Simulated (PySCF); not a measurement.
Electron correlation in Ta (tantalum, neutral)

[Xe] 4f14 5d2 6s2 7s1, high-spin 4F determinant (an excited configuration). Computed with PySCF 2.14 in aug-cc-pVTZ-PP with ECP60MDF (6s6p5d3f2g, 88 functions), with scalar relativity through the core potential. Frozen: 5s2 5p6; 5 electrons correlated.

| level | correlation energy (mhartree) |
| --- | --- |
| CCSD | -73.65 |
| (T) | -19.83 |
| CCSD(T) | -93.48 |

Diagnostics: T1 = 0.025, D1 = 0.0679, largest double amplitude 0.289.

**Question.** Is a single reference adequate?

**Answer.** Not fully. Spin-orbit coupling, absent here, splits the open shell strongly. The outer electron is Rydberg-like, and this basis confines it to a smaller radius and binds it less than a complete one would. A double-excitation amplitude exceeds 0.15, a sign of near-degeneracy.
